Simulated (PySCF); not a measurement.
# Substituent effects on chemical shifts

Parent skeleton `[CH3:1][CH2:2][CH:3]([SiH3:4])[SiH3:5]`; one hydrogen on atom 1 is replaced by X. Hydrogens on one atom are averaged.

No solvent model, averaged over atoms made equivalent by symmetry, fast rotation or ring inversion, one computed conformer, no relativistic terms. Geometry: GFN2-xTB; shielding tensors at PBE0/pcSseg-1 (GIAO); PySCF 2.14.0 with density-fitted response routines.

Referencing at the same level of theory: 13C, 29Si, 1H against TMS.

Task: Order these by the shift of C1, most shielded first.
A. X = CH2OCH3
B. X = propynyl
C. X = CH2Cl
D. X = NHSiH3
E. X = SH
F. X = NH2

Result: B (23.0 ppm), E (34.4 ppm), A (38.4 ppm), C (40.0 ppm), F (45.9 ppm), D (53.3 ppm).

Task: Order these by the shift of Si4, most shielded first.
A. X = CH2OCH3
B. X = NH2
C. X = SOCH3

Result: B (-75.9 ppm), A (-67.4 ppm), C (-65.5 ppm).

Task: Order these by the shift of Si5, most shielded first.
A. X = SOCH3
B. X = NH2
C. X = SH

Result: B (-75.9 ppm), A (-67.6 ppm), C (-65.9 ppm).
